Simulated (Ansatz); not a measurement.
A first, cheap relaxation of `[SiH3][GeH]1[CH2][NH]1`.

```yaml
crystal:
  periodic: [false, false, false]
  atoms:
    - {symbol: Si, position_ang: [-1.228700, 1.295400, -0.217200]}
    - {symbol: Ge, position_ang: [0.592700, 0.078600, -0.739300]}
    - {symbol: C, position_ang: [1.298900, -0.931300, 0.693700]}
    - {symbol: N, position_ang: [0.441500, -1.675700, -0.008700]}
    - {symbol: H, position_ang: [-1.186100, 2.638900, -0.916900]}
    - {symbol: H, position_ang: [-1.349200, 1.552100, 1.225100]}
    - {symbol: H, position_ang: [-2.453600, 0.633000, -0.684000]}
    - {symbol: H, position_ang: [1.122100, -0.071600, -2.206600]}
    - {symbol: H, position_ang: [2.367100, -1.285700, 0.576900]}
    - {symbol: H, position_ang: [1.001200, -0.618800, 1.745500]}
    - {symbol: H, position_ang: [-0.540500, -1.671900, 0.552100]}
basis:
  gaussian: {orbitals: def2-SVP}
hamiltonian: {xc: pbe, dispersion: d4}
relax: {f_tol: 0.03, max_steps: 200}
```

```sh
$ ansatz run in.yaml --threads 4 --pin off --events-out ev --progress --plain --max-ram 10444MiB
```

Output, abridged:

```
Functional definition: PBE
mean field -67007.09772059 eV, -2462.4654221894 hartree, gradient 2.5e-5 eV, S^2 0.000000; 0 other end points of the search recorded, 0 dependent functions left out
relax step   1: F+E_penalty+E_count = -67007.33745762 eV  Δ(F+E_penalty+E_count) = +0.000e0 eV  max|allowed force component| = 6.228e0 eV/Å  Δτ_max = 0.0000 Å  (29 SCF iters, accepted)
mean field -67007.73316589 eV, -2462.4887743737 hartree, gradient 1.1e-5 eV, S^2 0.000000; 0 other end points of the search recorded, 0 dependent functions left out
relax step   2: F+E_penalty+E_count = -67007.96691417 eV  Δ(F+E_penalty+E_count) = -6.295e-1 eV  max|allowed force component| = 1.925e0 eV/Å  Δτ_max = 0.1956 Å  (29 SCF iters, accepted)
mean field -67007.80239923 eV, -2462.4913186520 hartree, gradient 7.9e-6 eV, S^2 0.000000; 0 other end points of the search recorded, 0 dependent functions left out
relax step   3: F+E_penalty+E_count = -67008.03496821 eV  Δ(F+E_penalty+E_count) = -6.805e-2 eV  max|allowed force component| = 3.452e-1 eV/Å  Δτ_max = 0.0857 Å  (31 SCF iters, accepted)
mean field -67007.81028041 eV, -2462.4916082801 hartree, gradient 7.7e-6 eV, S^2 0.000000; 0 other end points of the search recorded, 0 dependent functions left out
relax step   4: F+E_penalty+E_count = -67008.04247207 eV  Δ(F+E_penalty+E_count) = -7.504e-3 eV  max|allowed force component| = 1.494e-1 eV/Å  Δτ_max = 0.0319 Å  (32 SCF iters, accepted)
mean field -67007.81165994 eV, -2462.4916589767 hartree, gradient 7.8e-6 eV, S^2 0.000000; 0 other end points of the search recorded, 0 dependent functions left out
relax step   5: F+E_penalty+E_count = -67008.04409142 eV  Δ(F+E_penalty+E_count) = -1.619e-3 eV  max|allowed force component| = 5.374e-2 eV/Å  Δτ_max = 0.0138 Å  (33 SCF iters, accepted)
mean field -67007.81668541 eV, -2462.4918436592 hartree, gradient 7.5e-6 eV, S^2 0.000000; 0 other end points of the search recorded, 0 dependent functions left out
relax step   6: F+E_penalty+E_count = -67008.04919604 eV  Δ(F+E_penalty+E_count) = -5.105e-3 eV  max|allowed force component| = 4.924e-2 eV/Å  Δτ_max = 0.1022 Å  (30 SCF iters, accepted)
mean field -67007.81558079 eV, -2462.4918030652 hartree, gradient 1.1e-5 eV, S^2 0.000000; 0 other end points of the search recorded, 0 dependent functions left out
relax step   7: F+E_penalty+E_count = -67008.04807181 eV  Δ(F+E_penalty+E_count) = +1.124e-3 eV  max|allowed force component| = 2.610e-1 eV/Å  Δτ_max = 0.1952 Å  (31 SCF iters, rejected (line search))
mean field -67007.81675458 eV, -2462.4918462013 hartree, gradient 7.6e-6 eV, S^2 0.000000; 0 other end points of the search recorded, 0 dependent functions left out
relax step   8: F+E_penalty+E_count = -67008.04936922 eV  Δ(F+E_penalty+E_count) = -1.732e-4 eV  max|allowed force component| = 6.349e-2 eV/Å  Δτ_max = 0.0976 Å  (31 SCF iters, accepted)
mean field -67007.82089055 eV, -2462.4919981953 hartree, gradient 7.9e-6 eV, S^2 0.000000; 0 other end points of the search recorded, 0 dependent functions left out
relax step   9: F+E_penalty+E_count = -67008.05354242 eV  Δ(F+E_penalty+E_count) = -4.173e-3 eV  max|allowed force component| = 1.104e-1 eV/Å  Δτ_max = 0.0978 Å  (31 SCF iters, accepted)
mean field -67007.82177487 eV, -2462.4920306934 hartree, gradient 7.9e-6 eV, S^2 0.000000; 0 other end points of the search recorded, 0 dependent functions left out
relax step  10: F+E_penalty+E_count = -67008.05443683 eV  Δ(F+E_penalty+E_count) = -8.944e-4 eV  max|allowed force component| = 5.420e-2 eV/Å  Δτ_max = 0.0144 Å  (33 SCF iters, accepted)
mean field -67007.82265239 eV, -2462.4920629417 hartree, gradient 7.8e-6 eV, S^2 0.000000; 0 other end points of the search recorded, 0 dependent functions left out
relax step  11: F+E_penalty+E_count = -67008.05535079 eV  Δ(F+E_penalty+E_count) = -9.140e-4 eV  max|allowed force component| = 3.257e-2 eV/Å  Δτ_max = 0.0429 Å  (32 SCF iters, accepted)
mean field -67007.82294462 eV, -2462.4920736811 hartree, gradient 7.8e-6 eV, S^2 0.000000; 0 other end points of the search recorded, 0 dependent functions left out
relax step  12: F+E_penalty+E_count = -67008.05565478 eV  Δ(F+E_penalty+E_count) = -3.040e-4 eV  max|allowed force component| = 2.583e-2 eV/Å  Δτ_max = 0.0413 Å  (32 SCF iters, accepted)
mean field -67007.82294462 eV, -2462.4920736811 hartree, gradient 2.1e-5 eV, S^2 0.000000; 1 other end points of the search recorded, 0 dependent functions left out
Total energy: -67008.05569226 eV, -2462.5006269992 hartree
Atom 0 at    -1.320887     1.356306    -0.294149 Å, force    -0.016156     0.008404    -0.001802 eV/Å
Atom 1 at     0.533335    -0.015106    -0.803686 Å, force    -0.011430    -0.002328     0.008634 eV/Å
Atom 2 at     1.398708    -0.894763     0.718813 Å, force     0.025832    -0.001796     0.006488 eV/Å
Atom 3 at     0.368833    -1.726874     0.108317 Å, force     0.001616    -0.014004    -0.019119 eV/Å
Atom 4 at    -1.062630     2.803316    -0.619180 Å, force    -0.000211    -0.009187     0.004925 eV/Å
Atom 5 at    -1.543155     1.212370     1.189470 Å, force     0.003867    -0.000785    -0.016955 eV/Å
Atom 6 at    -2.566046     0.920649    -1.021208 Å, force     0.014237     0.003553     0.009279 eV/Å
Atom 7 at     1.056001    -0.267010    -2.233479 Å, force     0.002928     0.001728    -0.006397 eV/Å
Atom 8 at     2.437087    -1.240407     0.555740 Å, force    -0.007365     0.002184    -0.002570 eV/Å
Atom 9 at     1.241693    -0.454627     1.723372 Å, force    -0.005455     0.006406     0.007340 eV/Å
Atom 10 at    -0.477539    -1.750854     0.696591 Å, force    -0.007861     0.005824     0.010177 eV/Å
Dipole moment:    -0.069667     0.252129     0.141983 e Å
```

It took 19 s on 4 threads of an Arm Neoverse V1 on a shared host, with 0.17 GiB of host memory at the peak.
